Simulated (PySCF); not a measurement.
C2H5GeNO2.
Z-matrix (Å and degrees, PBE0-D3(BJ)/def2-SVP geometry), rows numbered from 1:
```
O 
C   1  1.2007
C   2  1.5276  1  122.96
O   3  1.2171  2  120.21  1   179.51
N   3  1.3469  2  114.38  1    -0.45
Ge  5  1.8669  3  119.90  2   179.10
H   2  1.1161  1  123.75  3   179.94
H   5  1.0170  3  115.33  2     0.87
H   6  1.5315  5  108.61  3    60.78
H   6  1.5321  5  108.67  3   -61.26
H   6  1.5355  5  103.91  3   179.79
```

Computed, not measured: PBE0-D3(BJ)/def2-SVP geometry optimisation, gas phase (PySCF 2.14.0).

Take the most abundant isotopes and a rigid rotor. The values belong to one conformer with, in the numbering `[O:1]=[CH:2][C:3](=[O:4])[NH:5][GeH3:6]`, O1–C2–C3–O4 180°, C2–C3–N5–Ge6 179°.

**Question.** What are A, B and C (cm⁻¹)?

**Answer.** Ia = 82.24, Ib = 458.08, Ic = 533.82 u·Å²; 505379 MHz·u·Å²/I gives 6145, 1103 and 946.7 MHz, that is A = 0.20498, B = 0.03680, C = 0.03158 cm⁻¹.

**Question.** What kind of rotor is it?

**Answer.** A near-prolate asymmetric top. Ray's parameter κ = (2B − A − C)/(A − C) = -0.940; −1 is the prolate and +1 the oblate limit.

**Question.** Is it planar, by Δ = Ic − Ia − Ib?

**Answer.** Not planar: Δ = Ic − Ia − Ib = -6.51 u·Å². For a rigid frame Δ = −2 Σ m c², so Σ m c² = 3.25 u·Å² lies off the ab plane, practically all of it from hydrogen. The atom farthest from that plane is 1.29 Å away.

**Question.** Which lines would a microwave search look for?

**Answer.** The dipole components are |μa| = 1.33 D, |μb| = 1.46 D, |μc| = 0.00 D; the mirror of this Cs structure is the ab plane, so μc vanishes by symmetry (the 0.01 D computed is a residue) and there are no c-type lines. Intensities carry the squares of the components, which stand as 0.83 : 1.00 (a : b). Some lines, for components of 0.1 D or more:

| type | branch | J(Ka,Kc) | MHz | lower level (cm⁻¹) |
| --- | --- | --- | --- | --- |
| a | Q | 2(1,1) ← 2(1,2) | 470 | 0.368 |
| a | Q | 5(1,4) ← 5(1,5) | 2346 | 1.157 |
| a | R | 3(1,3) ← 2(1,2) | 5913 | 0.368 |
| a | R | 3(0,3) ← 2(0,2) | 6136 | 0.205 |
| a | R | 3(2,2) ← 2(2,1) | 6150 | 0.888 |
| a | R | 3(1,2) ← 2(1,1) | 6382 | 0.384 |
| b | Q | 5(1,4) ← 5(0,5) | 6393 | 1.022 |
| a | R | 4(0,4) ← 3(0,3) | 8164 | 0.410 |
| a | R | 4(3,2) ← 3(3,1) | 8207 | 1.947 |
| b | R | 2(1,2) ← 1(0,1) | 8985 | 0.068 |
| a | R | 5(2,4) ← 4(2,3) | 10242 | 1.367 |
| b | R | 2(2,0) ← 1(1,1) | 19542 | 0.237 |
| b | R | 3(2,2) ← 2(1,1) | 21276 | 0.384 |
| b | R | 4(2,3) ← 3(1,2) | 23090 | 0.597 |
| b | Q | 5(3,2) ← 5(2,3) | 25509 | 1.713 |
| b | R | 5(2,3) ← 4(1,4) | 26516 | 0.828 |
| b | R | 4(3,2) ← 3(2,1) | 33792 | 1.094 |
| b | R | 5(4,2) ← 4(3,1) | 46093 | 2.221 |

**Question.** Estimate the classical rotational partition function at 100 K, 200 K and 298.15 K.

**Answer.** Point group Cs, symmetry number σ = 1; q = (√π/σ)·√((kT/h)³/(ABC)), k/h = 20836.6 MHz/K: 66500 at 100 K, 188000 at 200 K, 343000 at 298.15 K.

No PBE0-D3(BJ)/def2-SVP frequencies stand behind this structure, so it isn't proved a minimum. Constants of a rigid frame at the computed geometry: no zero-point averaging, no centrifugal distortion. A rigid rotor knows nothing of internal rotation, which can split or shift real lines. Quadrupole hyperfine structure (14N) is left out.
